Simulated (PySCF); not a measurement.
S⁺ (sulfur, charge +1): UHF calculation

Configuration: [Ne] 3s2 3p3, high-spin 4S determinant. Calculation: PySCF 2.14, in def2-TZVP; the non-relativistic Hamiltonian (point nucleus).

```json
{"Total energy": "-397.162684 hartree", "One-electron energy": "-542.9212 hartree", "Hartree (Coulomb) energy": "170.5496 hartree", "Exchange energy": "-24.7911 hartree", "Kinetic energy": "397.14810 hartree", "⟨S²⟩": "3.7506", "⟨L²⟩": "0.000", "Sum of ⟨r⟩": "12.76 bohr", "Sum of ⟨r²⟩": "20.84 bohr²", "Density at the nucleus (Gaussians lack the cusp)": "2570 bohr⁻³", "Spin density at the nucleus": "0.340 bohr⁻³", "Langevin diamagnetic susceptibility": "-16.5 ×10⁻⁶ cm³/mol", "Time after the integrals": "0.11 s of wall time on 1 thread of Neoverse-N1 (shared host)"}
```

```csv
shell,electrons,mean orbital energy (eV),"rms radius, mean of both spins (bohr)"
1s α,1,-2515.6,0.113
1s β,1,-2514.7,0.113
2s α,1,-256.96,0.518
2s β,1,-256.09,0.518
2p α,3,-194.10,0.492
2p β,3,-192.48,0.492
3s α,1,-38.437,1.79
3s β,1,-29.057,1.79
3p α,3,-23.464,2.04
```
